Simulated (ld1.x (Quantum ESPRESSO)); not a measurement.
# Rb (Z = 37) ultrasoft: all-electron and pseudo phase curves

* Element: rubidium (Rb)
* Generator: ld1.x (Quantum ESPRESSO) 7.5
* Type: ultrasoft
* Functional: PBE
* Relativity: scalar-relativistic
* Frozen core: [Ar] 3d10
* Valence charge: 9
* Reference configuration: 4s2 4p6 5s1 5p0
* Partial waves: 4s (bound): rcut 2.00, rcutus 2.65 bohr; 5s (bound): rcut 2.00, rcutus 2.65 bohr; 4p (bound): rcut 2.35, rcutus 2.55 bohr; 5p (bound, empty): rcut 2.35, rcutus 2.55 bohr; 4d channel at -0.1 Ry: rcut 2.05, rcutus 2.88 bohr; 4d channel at 0.6 Ry: rcut 2.05, rcutus 2.88 bohr; 4f channel at 0.2 Ry: rcut 1.90, rcutus 2.60 bohr
* Local potential: all-electron potential smoothed inside 1.90 bohr (lloc = -2)
* Core correction: Bessel-smoothed model core, default radius (core density twice the valence density)
* Augmentation charge: PSQ, inside the norm-conserving radii

The phase is arctan(r·u′/u) with u = r·R(r), unwrapped; energies in Ry, scanned from -4 to 5 Ry. A pole is an energy at which the radial function vanishes at the test radius. The pseudo phase is shifted by a multiple of π to meet the all-electron one at the reference energy, and phase errors are pseudo minus all-electron; the curves can meet again beyond the range given. Levels narrower than the energy grid can be missing from the lists of poles.

```
channel  radius (bohr)  reference energy (Ry)  poles, all-electron  poles, pseudo  unbroken range about the reference energy with phases within 0.05 rad  phase error 1 Ry above the reference energy (rad)
      s           3.14                  -0.16          -2.29, 2.44    -2.29, 2.30                                                              below 3.1                                             -0.006
      p           3.14                  -0.06          -1.01, 3.41    -1.01, 1.85                                                              below 0.7                                             -0.253
      d           3.14                  -0.10                 0.92     0.92, 2.65                                                              below 1.8                                             -0.000
      f           3.14                   0.20                 2.77           2.86                                                              below 3.6                                             +0.007
```

Phases in the s channel:

```tsv
E (Ry)	all-electron	pseudo
-4.00	1.392	1.392
-3.52	1.374	1.374
-3.04	1.343	1.343
-2.56	1.215	1.215
-2.08	-1.727	-1.727
-1.60	-1.810	-1.810
-1.12	-1.879	-1.879
-0.64	-1.991	-1.991
-0.16	-2.256	-2.256
0.32	-3.182	-3.185
0.80	-4.203	-4.209
1.28	-4.499	-4.506
1.76	-4.620	-4.629
2.24	-4.690	-4.704
2.72	-4.740	-4.766
3.20	-4.786	-4.840
3.68	-4.835	-4.989
4.16	-4.902	-6.019
4.64	-5.019	-7.571
```
